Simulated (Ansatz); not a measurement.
Isolated molecules relaxed with PBE0-D4/def2-TZVP in Ansatz; ΔE leaves out vibrations. CCSD(T)/CBS is the MP2 limit (def2-TZVPP, def2-QZVPP) plus CCSD(T) − MP2 in def2-TZVPP, frozen cores. This one scheme is used for every species. Functionals use def2-TZVPP. For Br, Ga outer-core shells are correlated without core-valence functions, which leaves a few kJ/mol of doubt a bond. Scalar relativity is left out up to krypton. One conformer a species, not always the lowest.

`C[O][Ga]([OH])[F]` + HBr → `C[O][Ga]([OH])[Br]` + H–F  (ligand exchange at a Ga–F bond)

CCSD(T)/CBS gives -12.9 kcal/mol.

Task: Another level gave -8.0 kcal/mol. Which?
A. LDA (SPW92)/def2-TZVPP
B. BLYP-D4/def2-TZVPP
C. BLYP/def2-TZVPP
D. PBE0-D4/def2-TZVPP

Result: C. BLYP -8.0, BLYP-D4 -10.0, LDA (SPW92) -11.8, PBE0-D4 -13.1 kcal/mol.

Task: What do rigid-rotor, harmonic-oscillator terms from PBE0-D4/def2-TZVP frequencies (298.15 K, 1 bar) make of the CCSD(T)/CBS value? (Estimate.)

Result: Computed: ΔZPE = +1.4 kcal/mol, ΔH = -11.2 kcal/mol, ΔS = -4 J/(mol·K), ΔG = -10.9 kcal/mol.

Largest T1 diagnostic among the species: 0.014.

The D4 term adds −1.7 kcal/mol with B3LYP and −0.9 kcal/mol with PBE0; it sums over pairs of atoms, weighted by their polarisabilities, and B3LYP, whose exchange is more repulsive, gets the larger term. In def2-TZVPP, CCSD(T) changes the Hartree–Fock value by −0.8 kcal/mol (the triples alone add −0.3 kcal/mol) and MP2 by −1.8 kcal/mol.

B3LYP here is the variant with VWN-RPA as its local correlation; programs differ in this.

CCSD(T)/CBS has its own doubt, a few kJ/mol and more with outer-core shells, so smaller differences from it don't rank the levels.
